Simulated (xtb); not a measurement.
iminoborane (H$_{2}$BN), singlet, geometry from GFN2-xTB, atoms displaced at random by about 0.02 Å a coordinate.

xtb was given this input:
```
$ xtb mol.xyz --gfn 2 --opt --json

# file mol.xyz
4

B      0.67960300     0.03128666    -0.01547598
N     -0.51868637    -0.02473353     0.01341750
H      1.84175276     0.06102744     0.05706700
H     -1.57169142    -0.02473910    -0.02935826
```

Problem. What does this run give for the total energy at the end of the optimisation, HOMO-LUMO gap, dipole moment?

Solution. 
The total energy at the end of the optimisation comes out as -5.1721 Eh. The HOMO-LUMO gap comes out as 7.22 eV and the dipole moment is 0.04 D.
